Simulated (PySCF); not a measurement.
Method: PBE-D3(BJ)/def2-TZVP // B3LYP-D3(BJ)/def2-TZVP (PySCF). Isolated molecules, 0 K electronic values unless said otherwise. One relaxed conformer stands for a flexible species; it need not be the lowest. 

Reference species (SMILES): `[SiH2]([SiH2][SiH3])C` (C–Si–Si–Si torsion 59°) (neutral, multiplicity 1).

```yaml
HOMO: -6.71 eV
HOMO–LUMO gap: 5.75 eV
LUMO: -0.96 eV
```

Changed species: `C([SiH2][SiH3])[SiH3]` (Si–C–Si–Si torsion 56°).

Task: Predict the effect on the HOMO, HOMO–LUMO gap and LUMO.

Result: the HOMO falls by 0.27 eV, to -6.98 eV; the HOMO–LUMO gap rises by 0.30 eV, to 6.05 eV; the LUMO rises by 0.03 eV, to -0.93 eV.
